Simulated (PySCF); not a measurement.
Two species compared at the same levels of theory.

First species: C₃H₁₁NO₂Si₂.
Atom-mapped SMILES: `[CH3:1][O:2][SiH2:3][O:4]/[CH:5]=[CH:6]/[SiH2:7][NH2:8]` (hydrogens: H9, H10, H11 on C1; H12, H13 on Si3; H14 on C5; H15 on C6; H16, H17 on Si7; H18, H19 on N8)

Second species: C5H3NOS.
SMILES with atom numbers: `[N:1]#[C:2][S:3][c:4]1[cH:5][cH:6][cH:7][o:8]1` (hydrogens: H9 on C5; H10 on C6; H11 on C7)

Levels: PBE0/pcSseg-1 for HOMO energy, LUMO energy and HOMO–LUMO gap. Geometries: GFN2-xTB. Each structure is a single optimised conformer of the isolated species, non-relativistic unless stated. Electronic properties by PySCF.

Dipoles, sizes and rotational constants follow the conformer. The torsions of the flexible species, by atom-mapped SMILES:
- `[N:1]#[C:2][S:3][c:4]1[cH:5][cH:6][cH:7][o:8]1`: C2–S3–C4–C5 83°

The conformers of `CO[SiH2]O/C=C/[SiH2]N` aren't listed.

Values for the first species:

| Quantity | Value |
| --- | --- |
| HOMO energy | -7.00 eV |
| LUMO energy | 0.20 eV |
| HOMO–LUMO gap | 7.20 eV |

Question: Estimate the same properties for the second species, and the change in each.

Answer: 
| property | first | second | second less first |
| --- | --- | --- | --- |
| HOMO energy | -7.00 eV | -7.47 eV | -0.47 eV |
| LUMO energy | 0.20 eV | -0.97 eV | -1.17 eV |
| HOMO–LUMO gap | 7.20 eV | 6.50 eV | -0.70 eV |

